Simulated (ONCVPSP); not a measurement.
## Building the ONCV potential for titanium (PBEsol, scalar-relativistic).

- Element: titanium (Ti)
- Generator: ONCVPSP 4.0.1
- Type: optimised norm-conserving Vanderbilt (ONCV)
- Functional: PBEsol
- Relativity: scalar-relativistic
- Frozen core: [Ne]
- Valence charge: 12
- Reference configuration: 3s2 3p6 3d2 4s2
- Partial waves: 3s+4s: rc 1.85 bohr, ncon 4, nbas 8, qcut 6.6 1/bohr, 2 projectors; 3p: rc 1.65 bohr, ncon 4, nbas 8, qcut 10.6 1/bohr, 2 projectors, debl 3.9 Ha; 3d: rc 2.60 bohr, ncon 4, nbas 8, qcut 7.1 1/bohr, 2 projectors, debl 1.3 Ha
- Local potential: polynomial inside 1.55 bohr (lpopt 5, dvloc0 0 Ha)
- Core correction: Teter function, fcfact 5.75, rcfact 1.05

- Cutoffs needed: 22 Ha and 27 Ha (the cutoffs (Ha) at which the residual kinetic energy of the hardest occupied pseudo-wave falls to 1 and 0.1 mHa per electron)
- Ghost test: no bound ghost flagged; no localised positive-energy state flagged
- Largest excitation error: +233 meV (all-electron minus pseudo) for 3s2 3p6 3d1 4s0, out of 4 test configurations
- rms error of d²Exc/dni dnj: 2.85 mHa without and 1.68 mHa with the model core
